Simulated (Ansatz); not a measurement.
Species: Si₂H₄, charge 0, singlet. Si2H4 (SMILES [SiH][SiH3]).
B3LYP-D3(BJ)/def2-TZVP minimum from Ansatz (a quantum-chemistry and plane-wave program):
```xyz
6

Si     0.0071     1.0500     0.8096
H     -0.4184     1.8608    -0.4081
Si     0.0198    -0.9006    -0.5838
H      0.9769    -0.6998    -1.7070
H     -1.3363    -1.1013    -1.1659
H      0.4013    -2.1512     0.1194
```
Charge 0, spin multiplicity 1.

Total energies in hartree (Ansatz). Radicals and triplets start from unrestricted determinants; spin-orbit coupling is neglected. Cores are frozen in correlated methods. No relativity. For partners of very few electrons the exact lower level stands in for a higher one. The restricted determinant of H4Si2 ([SiH][SiH3], singlet) is unstable towards broken spin symmetry in at least one set run.

```tsv
species	HF/cc-pV(T+d)Z	CCSD(T)/cc-pV(T+d)Z	HF/cc-pV(Q+d)Z	CCSD(T)/cc-pV(Q+d)Z	CCSDT(Q)/cc-pV(T+d)Z
1: Si2H4 (SMILES [SiH][SiH3])	-580.14545	-580.43387	-580.15147	-580.45375	-580.43590
2: Si (triplet)	-288.85649	-288.93344	-288.85845	-288.93781	-288.93426
3: H (doublet)	-0.49981	-0.49981	-0.49995	-0.49995	-0.49981
```

Problem. Work out the atomisation energy (electronic, to ground-state atoms) in kJ/mol: take Hartree-Fock from cc-pV(Q+d)Z, extrapolate the CCSD(T) correlation energy as X^-3 (X = 3, 4), and add CCSDT(Q) - CCSD(T) in cc-pV(T+d)Z. 1 hartree = 2625.5 kJ/mol.

Solution. 
Species 1: correlation (64·(-0.30228) - 27·(-0.28842))/37 = -0.31239; step -0.00203; E1 = -580.15147 + (-0.31239) + (-0.00203) = -580.46589
Species 2: correlation (64·(-0.07936) - 27·(-0.07695))/37 = -0.08112; step -0.00082; E2 = -288.85845 + (-0.08112) + (-0.00082) = -288.94039
Species 3: correlation (64·(0.00000) - 27·(0.00000))/37 = 0.00000; step +0.00000; E3 = -0.49995 + (0.00000) + (+0.00000) = -0.49995
-1·E1 +2·E2 +4·E3 = 0.58531 hartree = 1536.7 kJ/mol.
